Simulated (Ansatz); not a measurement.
Gas-phase reaction in SMILES: Br[SiH2]Br [dibromosilane] -> Br[SiH]Br + H atom (the H-Si bond at the site shown breaks; other sites are not compared here)
Geometries: B3LYP-D3(BJ)/def2-TZVP minima from Ansatz (an electronic-structure program).
Geometry of the first species:
SMILES: Br[SiH2]Br
```xyz
5

Si     0.0001    -1.0070     0.0278
Br    -1.8283     0.2549     0.0509
Br     1.8283     0.2520    -0.0649
H      0.0389    -1.7887     1.2729
H     -0.0386    -1.8561    -1.1724
```
Charge 0, spin multiplicity 1.

Wanted: bond dissociation energy (electronic energy difference), in kcal/mol. Valence correlation only, unless marked. UHF or UKS for open shells. Spin-orbit coupling is left out. Frozen are the shells of the preceding noble gas and the d and f shells that filled before the atom's block. Non-relativistic. CBS(X,Y): correlation extrapolated as X^-3; Hartree-Fock from the larger set.

```json
[
 {"level": "BLYP-D3(BJ)/def2-TZVPD", "program": "Ansatz + dftd3", "bond dissociation energy (kcal/mol)": "88.6"},
 {"level": "revPBE/def2-TZVPD", "program": "Ansatz", "bond dissociation energy (kcal/mol)": "85.3"},
 {"level": "B97M-V/def2-TZVPD", "program": "Ansatz", "bond dissociation energy (kcal/mol)": "91.7"},
 {"level": "PBE0-D4/def2-TZVP", "program": "Ansatz + dftd4", "bond dissociation energy (kcal/mol)": "88.9"},
 {"level": "BHLYP-D3(BJ)/def2-TZVPD", "program": "Ansatz + dftd3", "bond dissociation energy (kcal/mol)": "…"},
 {"level": "r2SCAN0-D4/def2-TZVPD", "program": "Ansatz + dftd4", "bond dissociation energy (kcal/mol)": "…"},
 {"level": "B2GP-PLYP-D4/def2-TZVPD", "program": "Ansatz + dftd4", "bond dissociation energy (kcal/mol)": "92.0"},
 {"level": "B2GP-PLYP/def2-TZVPD", "program": "Ansatz", "bond dissociation energy (kcal/mol)": "91.9"},
 {"level": "B2PLYP-D4/def2-TZVPD", "program": "Ansatz + dftd4", "bond dissociation energy (kcal/mol)": "91.7"},
 {"level": "SCS-MP2/def2-SVPD", "program": "Ansatz", "bond dissociation energy (kcal/mol)": "91.0"},
 {"level": "CCSD/def2-SVPD", "program": "Ansatz", "bond dissociation energy (kcal/mol)": "…"},
 {"level": "CCSD/def2-TZVPPD", "program": "Ansatz", "bond dissociation energy (kcal/mol)": "93.8"},
 {"level": "CCSD(T)/CBS(def2-TZVPPD,def2-QZVPPD)", "program": "Ansatz", "bond dissociation energy (kcal/mol)": "…"}
]
```

Task: What belongs in the gaps?

Result: 
- BHLYP-D3(BJ)/def2-TZVPD, bond dissociation energy (kcal/mol): 93.0
- r2SCAN0-D4/def2-TZVPD, bond dissociation energy (kcal/mol): 89.9
- CCSD/def2-SVPD, bond dissociation energy (kcal/mol): 90.9
- CCSD(T)/CBS(def2-TZVPPD,def2-QZVPPD), bond dissociation energy (kcal/mol): 95.0
